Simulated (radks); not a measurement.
Neutral fluorine inside a hard spherical wall (all orbitals vanish at R), configuration held at [He] 2s2 2p5 and not refilled when levels cross. Method: non-relativistic Kohn-Sham, PBE, spin-polarised, spherical densities, point nucleus; open shells are filled with parallel spins first; computed with a radial shooting solver on a logarithmic mesh with Libxc functionals. Eigenvalues in eV for spin up, with the zero of energy where the potential of the charges vanishes at infinity; a dash marks a level that is unbound or too diffuse for the functional's potential to be trusted. A positive occupied level is held by the wall or, in an anion where self-interaction has pushed it up, behind a barrier. The pressure on the wall is -dE/dV.

\begin{tabular}{lrrrrrrrr}
R (bohr) & E (hartree) & kinetic (hartree) & e(1s) & e(2s) & e(2p) & e(3s, empty) & e(3p, empty) & pressure (GPa) \\ \hline
free & -99.66566 & 99.412 & -662.89 & -30.591 & -11.864 & - & - & 0 \\
20 & -99.66566 & 99.412 & -662.89 & -30.591 & -11.864 & - & - & < 0.0001 \\
15 & -99.66566 & 99.412 & -662.89 & -30.591 & -11.864 & - & - & < 0.0001 \\
8 & -99.66564 & 99.412 & -662.88 & -30.589 & -11.861 & 0.787 & 2.967 & 0.00103 \\
7 & -99.66556 & 99.413 & -662.87 & -30.580 & -11.853 & 1.416 & 4.030 & 0.00830 \\
6 & -99.66507 & 99.417 & -662.82 & -30.542 & -11.813 & 2.640 & 5.889 & 0.0699 \\
5 & -99.66198 & 99.441 & -662.59 & -30.373 & -11.638 & 5.256 & 9.462 & 0.635 \\
4 & -99.64173 & 99.568 & -661.56 & -29.682 & -10.886 & 11.626 & 17.211 & 6.70 \\
3 & -99.49022 & 100.328 & -656.93 & -26.728 & -7.532 & 30.563 & 37.418 & 95.5 \\
2 & -98.00575 & 105.795 & -633.64 & -10.844 & 10.148 & 108.81 & 110.09 & 2360 \\
1.5 & -93.68050 & 117.812 & -595.60 & 22.593 & 43.775 & 249.37 & 229.07 & 17000 \\
\end{tabular}
